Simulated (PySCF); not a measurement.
Spectrum to structure. Level of theory: TDDFT PBE0/def2-SVPD, vertical, gas phase, core orbitals frozen in the response (PySCF). Geometries: GFN2-xTB, one conformer each.

| state | E (eV) | f |
| --- | --- | --- |
| S1 | 3.54 | 0.0002 |
| S2 | 3.69 | 0.0010 |
| S3 | 4.31 | 0.139 |
| S4 | 4.81 | 0.0022 |
| S5 | 4.85 | 0.0018 |
| S6 | 5.05 | 0.010 |

Orbital energies (eV): HOMO-3 -8.24, HOMO-2 -8.19, HOMO-1 -8.03, HOMO -7.84, LUMO -2.72, LUMO+1 -1.46, LUMO+2 0.10.

Question: Which candidate is it? All have the formula C7H5NO2.
A. `O=CC#CC#CCNC=O`
B. `c1c2c(ccc(c2)O)on1`
C. `CC1(C#N)C(=O)C=CC1=O`

Answer: A. Its S1 lies at 3.54 eV; the nearest of the others has S1 at 3.03 eV. S1 is HOMO-2→LUMO (94%). Löwdin shares by element: HOMO carbon 42% or more, oxygen 23% or more (atoms not listed hold the other 35%); LUMO carbon 51% or more, oxygen 22% or more (atoms not listed hold the other 27%). At the same level the other candidates give, for their lowest levels:
- `CC1(C#N)C(=O)C=CC1=O`: 3.03 eV (f 0.001); 3.74 eV (f 0.000); 5.05 eV (f 0.000); 5.55 eV (f 0.007); 5.66 eV (f 0.000); T1 2.62 eV; HOMO -8.14, LUMO -3.45 eV
- `Oc1ccc2oncc2c1`: 4.53 eV (f 0.076); 5.46 eV (f 0.095); 5.87 eV (f 0.003); 5.88 eV (f 0.000); 6.16 eV (f 0.131); T1 3.49 eV; HOMO -6.78, LUMO -1.42 eV

Shape of the structure used: `[O:1]=[CH:2][C:3]#[C:4][C:5]#[C:6][CH2:7][NH:8][CH:9]=[O:10]`: C6–C7–N8–C9 -120°, C7–N8–C9–O10 -2°.
Triplets come from the Tamm–Dancoff approximation.
